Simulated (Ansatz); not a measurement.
Molecule: MoO3, net charge 0, singlet state. 
Coordinates optimised at B3LYP-D3(BJ)/def2-TZVP (Ansatz, a first-principles code):
```
Mo
O 1 1.7059
O 1 1.7059 2 110.40
O 1 1.7059 2 110.40 3 -122.34
```

Basis-set convergence of Hartree-Fock and CCSD(T) correlation energies (hartree) with Ansatz. Valence correlation only, unless marked. Spin-orbit coupling is left out. Frozen are the shells of the preceding noble gas and the d and f shells that filled before the atom's block. In def2 rows, elements after Kr have scalar-relativistic effective core potentials.

The Hartree-Fock reference is unstable (checked in the largest basis), which strains HF and MP2. The T1 diagnostic of CCSD in the largest basis is 0.034, which is high, so the coupled-cluster rows are less sure than usual.

| basis | functions | E(HF) | E(corr, CCSD(T)) | rough core time |
|---|---|---|---|---|
| def2-SVP | 73 | -291.85207 | -0.85557 | under 20 s |
| def2-TZVPP | 149 | [?] | [?] | 60 s |

Question: What belongs in the gaps?

Answer: 
- def2-TZVPP, E(HF): -292.17800
- def2-TZVPP, E(corr, CCSD(T)): -1.03802
